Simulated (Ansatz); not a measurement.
Consider the redistribution: `CC(C)[O][Zr]([OH])([OH])[Cl]` + `[SH][Sn][SH]` → `[OH][Zr]([OH])([SH])[Cl]` + `CC(C)[O][Sn][SH]`.

Program: Ansatz. Geometries: PBE0-D4/def2-TZVP. ΔE: electronic, gas phase. CCSD(T)/CBS is the MP2 limit (def2-TZVPP, def2-QZVPP) plus CCSD(T) − MP2 in def2-TZVPP, frozen cores. Functionals use def2-TZVPP. Elements past krypton have def2 core potentials. For Sn, Zr outer-core shells are correlated without core-valence functions, which leaves a few kJ/mol of doubt a bond. Each species was taken in one conformer, which may not be the lowest.

`CC(C)[O][Zr]([OH])([OH])[Cl]`:

Cartesian coordinates in Å:
```
C 0.297 1.992 0.073
C -0.783 0.928 0.082
C -1.488 0.828 1.420
O -0.223 -0.317 -0.244
Zr 0.739 -1.921 -0.575
O 2.613 -1.532 -0.666
O 0.132 -2.714 -2.212
Cl 0.318 -3.406 1.244
H -0.131 2.976 0.281
H 0.793 2.031 -0.899
H 1.048 1.774 0.836
H -1.523 1.166 -0.694
H -2.244 0.041 1.397
H -0.769 0.591 2.209
H -1.976 1.773 1.668
H 3.517 -1.327 -0.886
H -0.320 -2.884 -3.032
```

`[SH][Sn][SH]`:

Cartesian coordinates in Å:
```
S 1.362 -0.506 0.148
Sn -0.739 -0.505 -1.075
S -1.807 1.123 0.383
H 1.944 -1.405 -0.663
H -0.761 1.293 1.209
```

`[OH][Zr]([OH])([SH])[Cl]`:

```xyz
8

O     1.612    0.571   -0.125
Zr   -0.093   -0.165    0.273
O    -1.339    1.085    0.967
S    -1.081   -0.981   -1.820
Cl    0.206   -1.943    1.804
H     2.410    1.083   -0.226
H    -1.825    1.802    1.365
H     0.110   -1.453   -2.238
```

`CC(C)[O][Sn][SH]`:

Cartesian coordinates in Å:
```
C -0.644 1.006 -0.937
C -0.043 -0.388 -0.939
C 1.393 -0.400 -0.450
O -0.843 -1.292 -0.205
Sn -1.445 -1.519 1.650
S -0.369 0.408 2.730
H -1.675 0.973 -1.296
H -0.640 1.435 0.068
H -0.074 1.672 -1.591
H -0.054 -0.761 -1.973
H 1.790 -1.418 -0.469
H 2.023 0.224 -1.089
H 1.465 -0.019 0.572
H -0.884 0.080 3.928
```

| level | ΔE (kcal/mol) |
| --- | --- |
| PBE0 | 21.2 |
| HF/def2-TZVPP | 24.4 |
| HF/def2-QZVPP | 24.1 |
| MP2/CBS(def2) | 19.3 |

Q: What does CCSD(T)/CBS give? (An estimate is asked.)

A: The calculation gave: +19.4 kcal/mol. The listed levels differ from it by 1.8, 5.0, 4.7, -0.1 kcal/mol.

Largest T1 diagnostic among the species: 0.017.

From PBE to PBE0 (25 % exact exchange), in def2-TZVPP and without D4, ΔE moves by +1.2 kcal/mol. In def2-TZVPP, CCSD(T) changes the Hartree–Fock value by −4.5 kcal/mol (the triples alone add −1.1 kcal/mol) and MP2 by −4.6 kcal/mol.
